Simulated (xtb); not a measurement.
Yb, singlet (GFN-xTB shapes and energies of metal compounds can be far from the true ones); GFN2-xTB (xtb 6.7.1).

Here is a job for xtb.
```
$ xtb mol.xyz --gfn 2 --ohess --json

# file mol.xyz
1

Yb     0.00000000     0.00000000     0.00000000
```

What the program printed (banner, timings and long lists left out):

```
   ID    Z sym.   atoms
    1   70 Yb     1

           -------------------------------------------------
          |                Calculation Setup                |
           -------------------------------------------------

           -------------------------------------------------
          |                 G F N 2 - x T B                 |
           -------------------------------------------------

          ...................................................
          :                      SETUP                      :
          :.................................................:
          :  # basis functions                  10          :
          :  # atomic orbitals                   9          :
          :  # shells                            3          :
          :  # electrons                         3          :
          :  max. iterations                   250          :
          :  Hamiltonian                  GFN2-xTB          :
          :  restarted?                      false          :
          :  GBSA solvation                  false          :
          :  PC potential                    false          :
          :  electronic temp.          300.0000000     K    :
          :  accuracy                    1.0000000          :
          :  -> integral cutoff          0.2500000E+02      :
          :  -> integral neglect         0.1000000E-07      :
          :  -> SCF convergence          0.1000000E-05 Eh   :
          :  -> wf. convergence          0.1000000E-03 e    :
          :  Broyden damping             0.4000000          :
          :  net charge                          0          :
          :  unpaired electrons                  0          :
          ...................................................

 iter      E             dE          RMSdq      gap      omega  full diag
   1     -0.8258336 -0.825834E+00  0.141E+01    0.00       0.0  T
   2     -0.8258336  0.000000E+00  0.113E+01    0.00       0.0  T
   3     -0.8258336  0.000000E+00  0.871E+00    0.00       0.0  T
   4     -0.8258336  0.000000E+00  0.697E+00    0.00       0.0  T
   5     -0.8258336  0.255351E-14  0.558E+00    0.00       0.0  T
   6     -0.8258336 -0.222045E-15  0.446E+00    0.00       0.0  T
   7     -0.8258336 -0.133227E-14  0.357E+00    0.00       0.0  T
   8     -0.8258336 -0.155431E-14  0.275E+00    0.00       0.0  T
   9     -0.8258336 -0.155431E-14  0.202E+00    0.00       0.0  T
[...]
         :: total energy              -0.825833568309 Eh    ::
         :: total energy              -0.825833568309 Eh    ::
[...]
          :  rotational number                       1      :
          :  scaling factor                  1.0000000      :
          :  rotor cutoff                   50.0000000 cm⁻¹ :
          :  imag. cutoff                  -20.0000000 cm⁻¹ :
          :.................................................:

    mode    ω/cm⁻¹     T·S(HO)/kcal·mol⁻¹    T·S(FR)/kcal·mol⁻¹   T·S(vib)
   ------------------------------------------------------------------------
   ------------------------------------------------------------------------

   temp. (K)  partition function   enthalpy   heat capacity  entropy
                                   cal/mol     cal/K/mol   cal/K/mol   J/K/mol
 298.15  VIB   1.00                    0.000      0.000      0.000
         ROT   1.00                    0.000      0.000      0.000
         INT   1.00                    0.000      0.000      0.000
         TR   0.220E+28             1481.254      4.968     41.334
         TOT                        1481.2539     4.9681    41.3340   172.9415

       T/K    H(0)-H(T)+PV         H(T)/Eh          T*S/Eh         G(T)/Eh
   ------------------------------------------------------------------------
    298.15    0.236053E-02    0.236053E-02    0.196391E-01   -0.172786E-01
   ------------------------------------------------------------------------

         :::::::::::::::::::::::::::::::::::::::::::::::::::::
         ::                  THERMODYNAMIC                  ::
         :::::::::::::::::::::::::::::::::::::::::::::::::::::
         :: total free energy          -0.843112162617 Eh   ::
         ::.................................................::
         :: total energy               -0.825833568309 Eh   ::
         :: zero point energy           0.000000000000 Eh   ::
         :: G(RRHO) w/o ZPVE           -0.017278594309 Eh   ::
         :: G(RRHO) contrib.           -0.017278594309 Eh   ::
         :::::::::::::::::::::::::::::::::::::::::::::::::::::

optimized geometry written to: xtbopt.xyz

           -------------------------------------------------
          | TOTAL ENERGY               -0.825833568309 Eh   |
          | TOTAL ENTHALPY             -0.823473039929 Eh   |
          | TOTAL FREE ENERGY          -0.843112162617 Eh   |
          | GRADIENT NORM               0.000000000000 Eh/α |
          | HOMO-LUMO GAP               0.000000000000 eV   |
           -------------------------------------------------

normal termination of xtb
```
